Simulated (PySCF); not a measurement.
PySCF input file for C₃H₉BFN, SMILES CCNB(C)F, TDA-B3LYP/def2-SVPD. Geometry: ωB97X-D3(BJ)/def2-SVP. This is a generated structure with no PubChem entry under its InChIKey; it may be hypothetical. Other conformers were not sampled.

```python
import numpy as np
from pyscf import gto, scf, dft, tdscf

mol = gto.M(
    atom='''
    C    -2.37625718    0.70100609    0.19242579
    C    -1.41258087   -0.05192209   -0.72279820
    N    -0.32555025   -0.69074008   -0.00308429
    B     0.99866995   -0.24843060    0.14827116
    C     1.62990457    1.04575624   -0.49718496
    F     1.79848669   -1.01943120    0.92705842
    H    -2.82367232    0.02290420    0.93774115
    H    -3.19558612    1.15933406   -0.38456081
    H    -1.84607894    1.49760425    0.73830149
    H    -1.96530848   -0.81119519   -1.30368973
    H    -0.98228120    0.64105080   -1.46112030
    H    -0.59179864   -1.52569436    0.51019517
    H     2.04100075    1.68786708    0.29998829
    H     2.48249434    0.76240186   -1.13723671
    H     0.93395342    1.64890017   -1.09756568
    ''',
    basis='def2-SVPD',
    charge=0,
    spin=0,
    max_memory=1600,
    verbose=4,
)
mf = dft.RKS(mol, xc='b3lyp').density_fit(auxbasis='def2-universal-jkfit')
mf.grids.level = 3
mf.conv_tol = 1e-9
mf.max_cycle = 100
mf.kernel()
mf.grids = dft.Grids(mol).set(level=1).build(with_non0tab=True)  # coarser grid for the response kernel
td = tdscf.TDA(mf)
td.singlet = True
td.nstates = 10
td.conv_tol = 1e-4
td.positive_eig_threshold = 1e-6
td.kernel(x0=td.get_init_guess(mf, 15))
td.analyze()
tt = tdscf.TDA(mf)
tt.singlet = False
tt.nstates = 4
tt.conv_tol = 1e-4
tt.positive_eig_threshold = 1e-6
tt.kernel(x0=tt.get_init_guess(mf, 9))
tt.analyze(verbose=3)
```

It prints:

```
PySCF version 2.14.0

[INPUT] verbose = 4
[INPUT] num. atoms = 15
[INPUT] num. electrons = 48
[INPUT] charge = 0
[INPUT] spin (= nelec alpha-beta = 2S) = 0
[INPUT] symmetry False subgroup None
[INPUT] Mole.unit = angstrom
[INPUT] Symbol           X                Y                Z      unit          X                Y                Z       unit  Magmom
[INPUT]  1 C     -2.376257180000   0.701006090000   0.192425790000 AA   -4.490475271731   1.324709521752   0.363632042403 Bohr   0.0
[INPUT]  2 C     -1.412580870000  -0.051922090000  -0.722798200000 AA   -2.669390973100  -0.098118529915  -1.365890641329 Bohr   0.0
[INPUT]  3 N     -0.325550250000  -0.690740080000  -0.003084290000 AA   -0.615200812284  -1.305309574460  -0.005828463389 Bohr   0.0
[INPUT]  4 B      0.998669950000  -0.248430600000   0.148271160000 AA    1.887212694333  -0.469465794961   0.280191884572 Bohr   0.0
[INPUT]  5 C      1.629904570000   1.045756240000  -0.497184960000 AA    3.080073246477   1.976192886655  -0.939543407653 Bohr   0.0
[INPUT]  6 F      1.798486690000  -1.019431200000   0.927058420000 AA    3.398647282776  -1.926445770837   1.751886515272 Bohr   0.0
[INPUT]  7 H     -2.823672320000   0.022904200000   0.937741150000 AA   -5.335967350315   0.043282665102   1.772073949235 Bohr   0.0
[INPUT]  8 H     -3.195586120000   1.159334060000  -0.384560810000 AA   -6.038782574262   2.190823860280  -0.726714609141 Bohr   0.0
[INPUT]  9 H     -1.846078940000   1.497604250000   0.738301490000 AA   -3.488583600927   2.830061875485   1.395187613458 Bohr   0.0
[INPUT] 10 H     -1.965308480000  -0.811195190000  -1.303689730000 AA   -3.713894777485  -1.532936742665  -2.463616541108 Bohr   0.0
[INPUT] 11 H     -0.982281200000   0.641050800000  -1.461120300000 AA   -1.856242445309   1.211410443933  -2.761117202042 Bohr   0.0
[INPUT] 12 H     -0.591798640000  -1.525694360000   0.510195170000 AA   -1.118337350490  -2.883144490194   0.964129141376 Bohr   0.0
[INPUT] 13 H      2.041000750000   1.687867080000   0.299988290000 AA    3.856932437532   3.189606515869   0.566895708677 Bohr   0.0
[INPUT] 14 H      2.482494340000   0.762401860000  -1.137236710000 AA    4.691234408383   1.440730712259  -2.149065920701 Bohr   0.0
[INPUT] 15 H      0.933953420000   1.648900170000  -1.097565680000 AA    1.764916176901   3.115969728049  -2.074098538922 Bohr   0.0

nuclear repulsion = 230.910681532826
number of shells = 85
number of NR pGTOs = 273
number of NR cGTOs = 195
basis = def2-SVPD
ecp = {}


[settings echo left out]
init E= -299.351059745429
  HOMO = -0.313446752152733  LUMO = -0.0300421026491731  gap/eV = 7.71183
cycle= 1 E= -299.026714135037  delta_E= 0.324  |g|= 0.613  |ddm|= 5.84
  HOMO = -0.200966806002781  LUMO = 0.0182194185373046  gap/eV = 5.96436
cycle= 2 E= -298.971218284899  delta_E= 0.0555  |g|= 0.843  |ddm|= 1.71
  HOMO = -0.269397544498132  LUMO = 0.00626700427667659  gap/eV = 7.50121
cycle= 3 E= -299.107686049087  delta_E= -0.136  |g|= 0.0809  |ddm|= 0.88
  HOMO = -0.272013335423688  LUMO = 0.00520144527164668  gap/eV = 7.54340
cycle= 4 E= -299.108800563354  delta_E= -0.00111  |g|= 0.0294  |ddm|= 0.119
  HOMO = -0.270123706480786  LUMO = 0.00584020784406691  gap/eV = 7.50936
cycle= 5 E= -299.108979773968  delta_E= -0.000179  |g|= 0.00596  |ddm|= 0.0385
  HOMO = -0.27100023040079  LUMO = 0.00572315342683183  gap/eV = 7.53003
cycle= 6 E= -299.108985438105  delta_E= -5.66e-06  |g|= 0.00328  |ddm|= 0.0127
  HOMO = -0.270680498295418  LUMO = 0.00573373697891189  gap/eV = 7.52161
cycle= 7 E= -299.108987777432  delta_E= -2.34e-06  |g|= 0.000338  |ddm|= 0.00354
  HOMO = -0.270716956632985  LUMO = 0.00573174054186376  gap/eV = 7.52255
cycle= 8 E= -299.108987802306  delta_E= -2.49e-08  |g|= 7.85e-05  |ddm|= 0.000928
  HOMO = -0.270714292080722  LUMO = 0.005731029609926  gap/eV = 7.52246
cycle= 9 E= -299.108987803618  delta_E= -1.31e-09  |g|= 3.17e-05  |ddm|= 0.00018
  HOMO = -0.270714340324666  LUMO = 0.00573124086564025  gap/eV = 7.52247
cycle= 10 E= -299.108987803869  delta_E= -2.51e-10  |g|= 4.62e-06  |ddm|= 4.97e-05
  HOMO = -0.27071471522823  LUMO = 0.005731193941517  gap/eV = 7.52248
Extra cycle  E= -299.108987803866  delta_E= 2.5e-12  |g|= 5.17e-06  |ddm|= 1.64e-05
converged SCF energy = -299.108987803866
tot grids = 53392
Overwritten attributes  positive_eig_threshold  of <class 'pyscf.tdscf.rks.TDA'>


******** <class 'pyscf.tdscf.rks.TDA'> for <class 'pyscf.df.df_jk.DFRKS'> ********
nstates = 10 singlet
deg_eia_thresh = 1.000e-03
wfnsym = None
conv_tol = 0.0001
eigh lindep = 1e-12
eigh level_shift = 0
eigh max_cycle = 100


Excitation energies (eV)
[6.56614608 7.36246288 7.45874309 7.77924318 8.08638785 8.33121622
 8.52666546 8.70482799 8.86214958 8.9178018 ]

** Singlet excitation energies and oscillator strengths **
Excited State   1:      6.56615 eV    188.82 nm  f=0.0217
      24 -> 25       -0.69504
Excited State   2:      7.36246 eV    168.40 nm  f=0.0051
      24 -> 25        0.11026
      24 -> 27        0.62166
      24 -> 28        0.29242
Excited State   3:      7.45874 eV    166.23 nm  f=0.0837
      24 -> 26       -0.67885
      24 -> 28       -0.15435
Excited State   4:      7.77924 eV    159.38 nm  f=0.0294
      24 -> 27       -0.20226
      24 -> 28        0.40126
      24 -> 29       -0.53895
Excited State   5:      8.08639 eV    153.32 nm  f=0.2272
      24 -> 26       -0.15858
      24 -> 27       -0.20211
      24 -> 28        0.44104
      24 -> 29        0.42881
      24 -> 30        0.12538
Excited State   6:      8.33122 eV    148.82 nm  f=0.0707
      23 -> 25       -0.68876
Excited State   7:      8.52667 eV    145.41 nm  f=0.0134
      24 -> 27        0.11568
      24 -> 30        0.66823
      24 -> 31        0.13243
Excited State   8:      8.70483 eV    142.43 nm  f=0.0118
      23 -> 26       -0.41194
      23 -> 27       -0.34517
      23 -> 28        0.39534
      23 -> 29        0.19402
Excited State   9:      8.86215 eV    139.90 nm  f=0.0209
      24 -> 30       -0.12660
      24 -> 31        0.67646
Excited State  10:      8.91780 eV    139.03 nm  f=0.0190
      22 -> 25       -0.64207
      23 -> 26       -0.18996
      23 -> 27        0.15025

** Transition electric dipole moments (AU) **
state          X           Y           Z        Dip. S.      Osc.
  1        -0.3218      0.1514      0.0925      0.1350      0.0217
  2         0.0955     -0.0443      0.1303      0.0280      0.0051
  3        -0.6417     -0.0446     -0.2105      0.4581      0.0837
  4        -0.0063     -0.2084     -0.3328      0.1542      0.0294
  5        -1.0579     -0.1633      0.0338      1.1469      0.2272
  6         0.4079      0.3934     -0.1588      0.3463      0.0707
  7         0.0298      0.2500      0.0269      0.0641      0.0134
  8        -0.1430     -0.0346      0.1840      0.0555      0.0118
  9        -0.2818     -0.1143     -0.0616      0.0963      0.0209
 10        -0.2404     -0.1530     -0.0767      0.0871      0.0190

** Transition velocity dipole moments (imaginary part, AU) **
state          X           Y           Z        Dip. S.      Osc.
  1        -0.0613      0.0276      0.0137      0.0047      0.0130
  2         0.0121      0.0090      0.0447      0.0022      0.0055
  3        -0.1312     -0.0042     -0.0371      0.0186      0.0453
  4         0.0174     -0.0393     -0.0769      0.0078      0.0181
  5        -0.1993      0.0116      0.0164      0.0401      0.0900
  6         0.1145      0.1051     -0.0542      0.0271      0.0590
  7        -0.0050      0.0345     -0.0090      0.0013      0.0028
  8        -0.0228     -0.0460     -0.0027      0.0026      0.0055
  9        -0.0648     -0.0227     -0.0186      0.0051      0.0104
 10        -0.0717     -0.0411     -0.0112      0.0070      0.0142

** Transition magnetic dipole moments (imaginary part, AU) **
state          X           Y           Z
  1         0.3778      0.0303      0.1762
  2         0.0561      0.0239     -0.3361
  3        -0.0436      0.2706      0.1054
  4         0.1475      0.4934     -0.2504
  5        -0.2773     -0.0649      0.6730
  6         0.1631     -0.3908     -0.6221
  7        -0.0943     -0.0079     -0.2124
  8        -0.7573      0.4770     -0.4860
  9         0.0004     -0.0150     -0.1259
 10         0.6114     -0.3202      0.6354


******** <class 'pyscf.tdscf.rks.TDA'> for <class 'pyscf.df.df_jk.DFRKS'> ********
nstates = 4 triplet
deg_eia_thresh = 1.000e-03
wfnsym = None
conv_tol = 0.0001
eigh lindep = 1e-12
eigh level_shift = 0
eigh max_cycle = 100


Excitation energies (eV)
[6.33292666 6.43105281 7.25486572 7.37372871]

** Triplet excitation energies and oscillator strengths **
Excited State   1:      6.33293 eV    195.78 nm  f=0.0000
Excited State   2:      6.43105 eV    192.79 nm  f=0.0000
Excited State   3:      7.25487 eV    170.90 nm  f=0.0000
Excited State   4:      7.37373 eV    168.14 nm  f=0.0000
```

The calculation finished and met its thresholds.

Cost: roughly 2.7 core-minutes.
